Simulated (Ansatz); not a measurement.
Total energies of the cluster MgSe2⁻ (the lowest doublet isomer of a short search) from Ansatz at PBE0-D4/def2-TZVPD, gas phase (1 Eh = 27.2114 eV = 2625.5 kJ/mol). The reference geometry is relaxed at PBE0-D4/def2-TZVPD.

```xyz
3

Mg   -0.002   -0.002    0.001
Se    1.569   -1.789    0.082
Se   -1.566    1.791   -0.082
```

```json
{"state": "charge -1 doublet", "geometry": "reference", "energy (Eh)": "-5002.65634"}
{"state": "charge 0 triplet", "geometry": "reference", "energy (Eh)": "-5002.54613"}
{"state": "charge -1 quartet", "geometry": "relaxed at PBE0-D4/def2-TZVPD", "energy (Eh)": "-5002.58798"}
```

Work out the vertical ionisation energy to the triplet.

E(charge 0 triplet) − E(charge -1 doublet) = -5002.54613 − (-5002.65634) = 0.11021 Eh = 3.00 eV. For comparison, −ε of the highest occupied level of the spin that leaves is 1.45 eV at this level, 1.55 eV less.

Which of the charge -1 states is lowest, and how far above it are the others?

The doublet. quartet: -5002.58798 − (-5002.65634) = 0.06836 Eh = 179.5 kJ/mol.

The structure comes from a short search, and lower isomers may exist.
